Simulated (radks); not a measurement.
Spherical jellium clusters: N electrons in a uniform positive sphere of charge N and radius rs N^(1/3), rs = 3.52 bohr. Calculated with a radial shooting solver with Libxc functionals: non-relativistic Kohn-Sham, PBEsol, spin-polarised, spherical densities. Levels are named by radial order and angular momentum (1s, 1p, 1d, 2s, ...), and open shells are averaged over m.

N = 35, configuration 1s2 1p6 1d10 2s2 1f14 2p(up 1, down 0). This is the lowest configuration that the search found. Occupied levels:

| level | occupation | eigenvalue (eV) | <r> (bohr) |
|---|---|---|---|
| 1s up | 1 | -6.2861 | 6.410 |
| 1s down | 1 | -6.1776 | 6.632 |
| 1p up | 3 | -5.4326 | 7.956 |
| 1p down | 3 | -5.3792 | 8.061 |
| 1d up | 5 | -4.4500 | 8.939 |
| 1d down | 5 | -4.4216 | 8.955 |
| 2s up | 1 | -4.2015 | 7.412 |
| 2s down | 1 | -4.0891 | 7.193 |
| 1f up | 7 | -3.3312 | 9.681 |
| 1f down | 7 | -3.3067 | 9.661 |
| 2p up | 1 | -2.8437 | 8.272 |

Energy (eV): total -64.7805, kinetic 77.447, external -3433.2, Hartree 1698.2, exchange-correlation -144.26, background 1737.0.
